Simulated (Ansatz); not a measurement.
Correlation energies of `C[CH](C)[GeH]` by basis set

```xyz
12

C     1.2414   -0.1599   -0.4735
C     0.1192    0.5000    0.3099
C    -1.2368    0.2923   -0.3619
Ge   -0.1177   -0.2016    2.1721
H     2.2171   -0.0249    0.0027
H     1.0672   -1.2354   -0.5717
H     1.3172    0.2586   -1.4848
H     0.3105    1.5760    0.3876
H    -1.2523    0.7490   -1.3586
H    -1.4548   -0.7728   -0.4880
H    -2.0647    0.7404    0.2001
H    -0.1463   -1.7216    1.6661
```

The species carries charge 0 and has multiplicity 1. Correlated methods include outer-core shells of Ge, which these sets cover unevenly. Scalar relativity is left out up to krypton. The structure was optimised at the PBE0-D4/def2-TZVP level. Frozen core, restricted reference, the Gaussian-basis code of Ansatz.

```tsv
basis	HF (Eh)	MP2 corr.	CCSD corr.	(T)	CCSD(T) total
def2-SVP	-2193.23215	-0.65123	-0.70026	-0.02132	-2193.95373
def2-TZVPP	-2193.62407	-0.76993	-0.81290	-0.03189	-2194.46886
def2-QZVPP	-2193.67162	-1.06725	–	–	–
```
